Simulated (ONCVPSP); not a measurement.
# What one change does to a pseudopotential (xenon, ONCV)

xenon, optimised norm-conserving Vanderbilt (ONCV), made with ONCVPSP 4.0.1 (LDA (Perdew-Wang 92), scalar-relativistic). Core [Kr] 4d10, reference 5s2 5p6. Waves: 5s: rc 1.55 bohr, ncon 4, nbas 7, qcut 3.9 1/bohr, 2 projectors, debl 1.3 Ha; 5p: rc 1.70 bohr, ncon 4, nbas 7, qcut 5.8 1/bohr, 2 projectors, debl 2.7 Ha; d scattering state at 0.12 Ha: rc 1.65 bohr, ncon 4, nbas 8, qcut 6.2 1/bohr, 3 projectors, debl 3.3 Ha. Local part: polynomial inside 1.00 bohr (lpopt 5, dvloc0 1 Ha). Core correction: Teter function, fcfact 5, rcfact 1.4.

Change: s: nproj 1.

Cutoffs: the cutoffs (Ha) at which the residual kinetic energy of the hardest occupied pseudo-wave falls to 1 and 0.1 mHa per electron; they do not see the model core or the augmentation charge, which bear on the density cutoff. Errors are all-electron minus pseudo energies relative to the spin-unpolarised reference configuration.

Problem. How do hardness, ghosts and transferability respond?

Solution. The potential gets neither clearly harder nor softer (14 Ha and 32 Ha → 14 Ha and 32 Ha); both files keep a bound ghost (d, p, s); the errors of the 4 common tests hardly move; the range in which the s phases agree narrows (upper end 4.8 → 1.3).

| quantity | base | changed |
| --- | --- | --- |
| cutoff, loose | 14 Ha | 14 Ha |
| cutoff, tight | 32 Ha | 32 Ha |
| bound ghosts | s, p, d | s, p, d |
| GHOST(+) flags under 300 eV | none | none |
| error for 5s2 5p5, meV [ΔE 12.70 eV] | -8.9 | -8.4 |
| error for 5s2 5p4, meV [ΔE 34.64 eV] | -40 | -36 |
| error for 5s2 5p3, meV [ΔE 66.60 eV] | -110 | -99 |
| error for 5s1 5p6, meV [ΔE 24.93 eV] | -22 | -21 |
| s: phases at 1.57 bohr within 0.05 rad from the reference energy up to (Ha; the scan ends near 5) | 4.8 | 1.3 |
| p: phases at 1.73 bohr within 0.05 rad from the reference energy up to (Ha; the scan ends near 5) | to the end of the scan | to the end of the scan |
| d: phases at 1.68 bohr within 0.05 rad from the reference energy up to (Ha; the scan ends near 5) | to the end of the scan | to the end of the scan |
| rms error of d²Exc/dni dnj with the model core, mHa | 0.33 | 0.33 |

Base: The cutoffs count occupied waves only; projector 2 of the d channel, the hardest unoccupied one, needs 107 Ha at the loose tolerance. Changed file: The cutoffs count occupied waves only; projector 2 of the d channel, the hardest unoccupied one, needs 107 Ha at the loose tolerance. A true bound ghost makes a file unfit for plane-wave use even where its test errors are small: the radial tests pick states by their node count and pass the ghost by.
